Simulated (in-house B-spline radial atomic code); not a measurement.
## The mercury ion Hg⁵⁰⁺: [Ar] 3d10 4s2

Method: Dirac-Hartree-Fock, average of configuration, Fermi nucleus of rms radius 5.4648 fm. Calculated with a radial B-spline atomic code at the basis-set limit.

Effective charges: Z_r = [3n² - l(l+1)]/(2<r>) from the radius, Z_e = n√(-2ε) from the energy, and Slater's rules. Values are occupation-weighted means over j. An effective charge above Z reflects the relativistic contraction of the inner shells.

```
shell  electrons   ε (eV)  <r> (bohr)    Z_r    Z_e  Slater
   1s          2   -86388     0.01659  90.43  79.68   79.70
   2s          2   -17654     0.06906  86.88  72.04   75.85
   2p          6   -15721     0.06259  79.88  67.98   75.85
   3s          2  -6163.6      0.1763  76.56  63.85   68.75
   3p          6  -5580.4      0.1765  70.81  60.76   68.75
   3d         10  -4934.5      0.1601  65.59  57.13   58.85
   4s          2  -2986.2      0.3513  68.33  59.26   54.35
```

The least bound orbital is 4s1/2 at -2986 eV, and it is also the most diffuse (<r> = 0.3513 bohr).

Spin-orbit splittings of the orbital energies (j = l + 1/2 above j = l - 1/2 when positive): 2p 1960 eV, 3p 459.1 eV, 3d 98.62 eV.

For the 1s electron the small component carries 9.26 % of the norm, the zero-frequency Breit interaction raises the level by 313.3 eV, self-energy by 203.1 eV, and vacuum polarisation lowers it by 42.03 eV.

The density falls to 0.001 bohr⁻³ at 0.8344 bohr; Σ<r²> = 0.90517 bohr² gives, by the non-relativistic formula and without the paramagnetism of open shells, a Langevin diamagnetic susceptibility of -0.7169×10⁻⁶ cm³/mol.
